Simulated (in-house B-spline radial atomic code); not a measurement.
RPA and G0W0 on BLYP: the gallium ion Ga⁺

Configuration [Ar] 3d10 4s2, mean-field start BLYP. Computed with an all-electron radial atomic-structure program (B-spline basis): all electrons, non-relativistic, point nucleus, each spin shell either full or empty, empty states to l = 9 with an (l + 1/2)⁻⁴ tail; G0W0 by contour deformation at full frequency.

Command:
```bash
python run_gw.py task.json out
```
Settings (radii: box in bohr, nucleus in fm):
```
Z                        31
electrons                30
configuration            [Ar] 3d10 4s2
hamiltonian              nr
method                   b88,lyp
lmax                     9
spin_polarised           False
box_radius               23.78
intervals                53
ion_configuration        [Ar] 3d10 4s1
```

Cost of the run: 5.9 s on 1 thread of Arm Neoverse N1, with other jobs on the host.

Energies (hartree):

| term | value |
| --- | --- |
| mean-field total | -1924.73422 |
| Hartree-Fock functional on these orbitals | -1923.01799 |
| direct second order | -2.8132 |
| second-order exchange | 0.80495 |
| SOSEX correction | 0.707 |

What is the RPA correlation energy, and what remains with SOSEX?

RPA gives -2.2874 hartree (-2.07 eV per electron); RPA + SOSEX gives -1.5804, and the second-order doubles -2.0082 hartree (no singles). SOSEX takes back 31 % of the RPA value.

Quasi-particle levels (eV):

| level | occupied | mean field | Σx - vxc | Σc | QP weight | G0W0 |
| --- | --- | --- | --- | --- | --- | --- |
| 4s | yes | -16.072 | -2.81 | ? | ? | ? |
| 4p | no | -9.128 | 4.29 | -1.34 | 0.925 | -6.180 |

G0W0 = mean field + (Σx - vxc) + Σc, with Σc (partial-wave tail included) taken at the quasi-particle energy. Only the outer levels were computed. Levels of low weight are left out.

Where does G0W0 put 4s?

At -20.496 eV, with Σc = -1.61 eV and a quasi-particle weight of 0.910. The tabulated removal energy is 20.515 eV (NIST, measured); the calculation leaves out relativity, Breit and QED terms, and what these don't explain is the method's own error.

What does it cost to remove one electron (to [Ar] 3d10 4s1) by differences of total energies, each species on its own start (correlation terms add to the Hartree-Fock functional)?

BLYP 20.592 eV, Hartree-Fock functional 18.324 eV, + RPA 20.595 eV, + RPA + SOSEX 20.058 eV, + second order 21.406 eV. Tabulated: 20.515 eV (NIST, measured); the calculation leaves out relativity, Breit and QED terms, and what these don't explain is the method's own error.
